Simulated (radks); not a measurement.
Spin polarisation of the 4p2 shell in Ge. Start: [Ar] 3d10 4s2 4p(up 1, down 1); electrons of 4p are moved from spin down to spin up, other shells keep equal spins. All-electron calculation, non-relativistic Kohn-Sham, r2SCAN, spin-polarised, spherical densities, point nucleus; meta-GGA in the generalised Kohn-Sham scheme. Program: a radial shooting solver on a logarithmic mesh with Libxc functionals.

moment (Bohr magnetons)	E - E(0) (eV)	e(4p up) (eV)	e(4p down) (eV)	4s down minus up (eV)
0	0.000	-3.995	-3.995	0.000
0.5	-0.061	-4.220	-3.731	0.484
1	-0.246	-4.410	-3.417	0.971
1.5	-0.561	-4.569	-3.026	1.462
2	-1.033	-4.700	-2.400	1.975

At moment 2 the spin-polarisation energy is -1.033 eV and the 4p exchange splitting 2.300 eV, that is 1.150 eV per Bohr magneton; E = -I m^2/4 would give I = 1.033 eV.
